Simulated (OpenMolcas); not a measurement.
**GeNH3 (SMILES [N][GeH3]): name the method**

GeNH3 has 5 atoms, charge 0, and is taken as a triplet. SMILES: `[N][GeH3]`. The shape comes from GFN2-xTB, which is rough for such elements, and wasn't checked as a minimum.

| atom | x (Å) | y (Å) | z (Å) |
| --- | --- | --- | --- |
| N | -0.9579 | 0.0209 | 1.4337 |
| Ge | 0.0057 | -0.0001 | -0.0088 |
| H | -0.7260 | 0.5927 | -1.1808 |
| H | 0.4001 | -1.3975 | -0.3994 |
| H | 1.2782 | 0.7840 | 0.1553 |

A calculation with OpenMolcas 26.06 gave:

- total energy: -2132.7780 Eh
- dipole moment: 1.52 D
- HOMO energy: -8.49 eV
- LUMO energy: -2.91 eV
- ⟨S²⟩: 2.008
- largest force: 3.898 eV/Å

Problem. Which of these levels gave the numbers?
A. B3LYP/6-31G* (spherical functions)
B. TPSS/def2-TZVP
C. B3LYP/aug-cc-pVDZ
D. PBE0/def2-SVP

Solution. D. The others give -2133.4264 Eh (TPSS/def2-TZVP), -2133.4379 Eh (B3LYP/aug-cc-pVDZ), -2133.1696 Eh (B3LYP/6-31G* (spherical functions)).
